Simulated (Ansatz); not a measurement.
CH$_{6}$BGaO (`[BH2][GaH][O]C`), relaxed with RKS PBE0-D4/def2-TZVP in Ansatz from a GFN2-xTB geometry. The force threshold is 0.005 eV/Å; the program also tests the step.

The species carries charge 0 and has multiplicity 1.

Start:

```xyz
10

B    -0.600   -1.810    1.395
Ga    0.561   -1.278   -0.248
O     0.207    0.415   -0.402
C     0.071    1.782   -0.719
H    -0.190   -1.666    2.479
H    -1.731   -2.067    1.256
H     1.586   -1.818   -1.360
H     0.690    2.384   -0.049
H     0.380    1.972   -1.750
H    -0.974    2.084   -0.603
```

| step | energy (eV) | largest force (eV/Å) | largest move (Å) |
| --- | --- | --- | --- |
| 1 | -56224.8139 | 1.449 | 0.000 |
| 2 | -56224.8842 | 0.743 | 0.107 |
| 3 | -56224.9160 | 0.423 | 0.121 |
| 4 | -56224.9466 | 0.486 | 0.049 |
| 5 | -56225.0419 | 0.468 | 0.195 |
| 6 | -56225.1325 | 0.493 | 0.200 |
| 7 | -56225.1921 | 0.281 | 0.200 |
| 8 | -56225.2003 | 0.305 | 0.200 |
| 9 | -56225.2147 | 0.057 | 0.082 |
| 10 | -56225.2169 | 0.054 | 0.039 |
| 11 (rejected) | -56225.2043 | 0.351 | 0.120 |
| 12 | -56225.2182 | 0.038 | 0.059 |
| 13 | -56225.2183 | 0.019 | 0.006 |
| 14 | -56225.2183 | 0.002 | 0.002 |

End:

```xyz
10

B    -0.561   -2.072    1.474
Ga    0.211   -0.878   -0.040
O    -0.233    0.853    0.080
C     0.179    1.831   -0.834
H     0.040   -2.267    2.491
H    -1.622   -2.615    1.369
H     1.120   -1.201   -1.285
H     0.752    2.611   -0.318
H     0.808    1.429   -1.640
H    -0.694    2.308   -1.295
```

It took 34 s on 4 threads of an Arm Neoverse V2 on a shared host, with 0.43 GiB of host memory at the peak.
